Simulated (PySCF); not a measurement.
Predicted microwave data (PBE0/def2-SVPD in PySCF (dipole) on a GFN2-xTB geometry, gas phase) for one isomer of C3H7NSi:

| Property | Result |
| --- | --- |
| Rotational constants | A = 9407, B = 2390, C = 2126 MHz |
| Dipole components | \|μa\| = 3.10 D, \|μb\| = 0.40 D, \|μc\| = 0.94 D |
| Inertial defect | -27.44 u·Å² |
| κ | -0.93 |

**Question.** Which structure is it? (One computed conformer of each.)
A. `[SiH3:1][CH2:2][C@H:3]1[CH:4]=[N:5]1` with Si1–C2–C3–C4 -34°
B. `[H]/[N:1]=[CH:2]\[C@@H:3]1[CH2:4][SiH2:5]1` with N1–C2–C3–C4 -160°
C. `[CH2:1]=[CH:2][SiH2:3][N:4]=[CH2:5]` with C1–C2–Si3–N4 133°, C2–Si3–N4–C5 -122°

**Answer.** B. It is [H]/N=C\[C@@H]1C[SiH2]1, a near-prolate asymmetric top, point group C1. The candidates at the same level (rigid rotor, commonest isotopes):

| SMILES | A (MHz) | B (MHz) | C (MHz) | μa (D) | μb (D) | μc (D) | Δ (u·Å²) | point group | rotor |
| --- | --- | --- | --- | --- | --- | --- | --- | --- | --- |
| C=C[SiH2]N=C | 10065 | 2057 | 1896 | 0.26 | 0.44 | 1.10 | -29.38 | C1 | near-prolate asymmetric top |
| [H]/N=C\[C@@H]1C[SiH2]1 | 9407 | 2390 | 2126 | 3.10 | 0.40 | 0.94 | -27.44 | C1 | near-prolate asymmetric top |
| [SiH3]C[C@H]1C=N1 | 8122 | 2827 | 2438 | 0.30 | 1.05 | 1.93 | -33.72 | C1 | asymmetric top |

`C=C[SiH2]N=C` has B 14 % too low; `[SiH3]C[C@H]1C=N1` has B 18 % too high. No structure here is proved a minimum.
